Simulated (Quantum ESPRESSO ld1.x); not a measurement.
Values are calculated unless marked as measured or tabulated.
Q: Radial electron density D(r) = 4 pi r^2 rho(r) of an atom or ion with 57 electrons. Level of theory: scalar-relativistic Kohn-Sham, PBE, spin-unpolarised, spherical densities, point nucleus (ld1.x of Quantum ESPRESSO 7.5).

| r (bohr) | D(r) (e/bohr) |
|---|---|
| 0.00191 | 13.69 |
| 0.002188 | 16.72 |
| 0.002507 | 20.30 |
| 0.002872 | 24.49 |
| 0.003291 | 29.34 |
| 0.00374 | 34.53 |
| 0.004285 | 40.67 |
| 0.004909 | 47.40 |
| 0.005624 | 54.58 |
| 0.006392 | 61.55 |
| 0.007323 | 68.91 |
| 0.00839 | 75.82 |
| 0.009612 | 81.82 |
| 0.01101 | 86.45 |
| 0.01252 | 89.17 |
| 0.01434 | 90.09 |
| 0.01643 | 89.00 |
| 0.01882 | 86.34 |
| 0.02139 | 83.19 |
| 0.02451 | 80.37 |
| 0.02808 | 79.53 |
| 0.03217 | 81.93 |
| 0.03686 | 88.12 |
| 0.04189 | 96.86 |
| 0.04799 | 107.4 |
| 0.05499 | 116.1 |
| 0.063 | 120.1 |
| 0.0716 | 117.9 |
| 0.08203 | 109.9 |
| 0.09398 | 99.62 |
| 0.1077 | 92.12 |
| 0.1234 | 91.36 |
| 0.1402 | 96.80 |
| 0.1606 | 104.4 |
| 0.184 | 106.7 |
| 0.2108 | 98.54 |
| 0.2396 | 82.32 |
| 0.2745 | 63.08 |
| 0.3145 | 50.35 |
| 0.3603 | 48.07 |
| 0.4128 | 52.78 |
| 0.4692 | 56.78 |
| 0.5376 | 55.04 |
| 0.6159 | 46.55 |
| 0.7056 | 34.74 |
| 0.802 | 24.20 |
| 0.9188 | 15.61 |
| 1.053 | 9.765 |
| 1.206 | 5.859 |
| 1.382 | 3.213 |
| 1.57 | 1.596 |
| 1.799 | 0.6261 |
| 2.061 | 0.1923 |
| 2.362 | 0.04415 |
| 2.684 | 0.008153 |
| 3.075 | 0.0009429 |

What is the nuclear charge?

A: Z = 67. The innermost maximum, from 1s, lies near gamma/Z bohr with gamma = sqrt(1 - (Z/c)^2) = 0.872, here 0.013 bohr (found: 0.0142), and its height grows with Z. The density is that of the holmium ion Ho10+ in [Kr] 4d10 4f9 5s2; the configuration itself is not fixed sharply by these data, and Z only to a few units. D(r) has 4 maxima, at r = 0.0142, 0.0640, 0.178, 0.488 bohr, and minima at 0.0274, 0.117, 0.346 bohr, inside which lie 1.93, 11.13, 29.55 electrons.
